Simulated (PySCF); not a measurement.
Input file for PySCF: R-M06-2X/6-31G* on H4Si2 (SMILES [SiH][SiH3]), a point of a torsion scan.

```python
from pyscf import gto, scf, dft, mp
from pyscf.data.elements import chemcore

mol = gto.M(
    atom='''
    Si    1.52070422   -0.90446740   -0.04184565
    Si   -0.54672361    0.06661703   -0.03151163
    H     2.45163014    0.26855045    0.03791302
    H    -0.97617262    1.29532207   -0.71969250
    H    -0.96224861    0.26526373    1.36890511
    H    -1.47055760   -0.95402169   -0.56472413
    ''',
    basis='6-31g*',
    cart=True,
    charge=0, spin=0, verbose=3, max_memory=1800)
mf = dft.RKS(mol, xc='m062x')
mf.conv_tol = 1e-8
mf.max_cycle = 100
mf.kernel()
if not mf.converged:
    mf = mf.newton().run(mf.mo_coeff, mf.mo_occ)
```

The log:

```
converged SCF energy = -581.203495583303
```

The calculation finished and met its thresholds.

Cost: roughly 4 core-seconds.
